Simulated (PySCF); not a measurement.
SMILES C[SiH2][SiH2]B(O)O (CH9BO2Si2), GFN2-xTB optimised geometry.

```
15

C      1.80    -2.31    -0.12
Si     1.13    -0.54     0.00
Si    -1.19    -0.54     0.00
B     -2.04     1.24     0.00
O     -1.72     2.07    -1.02
O     -2.89     1.74     0.94
H      1.49    -2.78    -1.05
H      1.43    -2.93     0.69
H      2.89    -2.34    -0.08
H      1.71     0.05     1.22
H      1.72     0.23    -1.11
H     -1.66    -1.33     1.17
H     -1.66    -1.38    -1.12
H     -2.14     2.93    -0.99
H     -3.13     1.17     1.67
```

Density from PBE/def2-TZVP (PySCF) at that geometry.

Minimum of the electron density along straight lines between bonded atoms, close to the bond critical point (lines longer than 1.1 times the sum of covalent radii, or with two minima, are not listed):

| bond | length / Å | ρ at the minimum / e bohr⁻³ | ∇²ρ there / e bohr⁻⁵ | position (fraction from the first atom) |
|---|---|---|---|---|
| C1–Si2 | 1.902 | 0.114 | … | 0.61 |
| Si2–Si3 | 2.319 | … | -0.16 | 0.51 |
| Si3–B4 | 1.969 | 0.116 | -0.03 | 0.39 |
| B4–O5 | 1.351 | 0.215 | 0.97 | 0.33 |
| B4–O6 | 1.365 | 0.206 | … | 0.33 |
| C1–H7 | 1.086 | 0.274 | -0.90 | 0.64 |
| C1–H8 | 1.086 | 0.274 | -0.90 | 0.64 |
| C1–H9 | 1.086 | 0.273 | -0.90 | 0.64 |
| Si2–H10 | 1.475 | 0.120 | 0.16 | 0.50 |
| Si2–H11 | 1.471 | 0.121 | 0.17 | 0.50 |
| Si3–H12 | 1.487 | 0.116 | 0.17 | 0.49 |
| Si3–H13 | 1.476 | 0.118 | 0.17 | 0.50 |
| O5–H14 | 0.960 | 0.360 | -2.43 | 0.80 |
| O6–H15 | 0.955 | 0.365 | -2.51 | 0.81 |

Complete the blanks.


- C1–Si2, ∇²ρ there / e bohr⁻⁵: 0.14
- Si2–Si3, ρ at the minimum / e bohr⁻³: 0.093
- B4–O6, ∇²ρ there / e bohr⁻⁵: 0.89
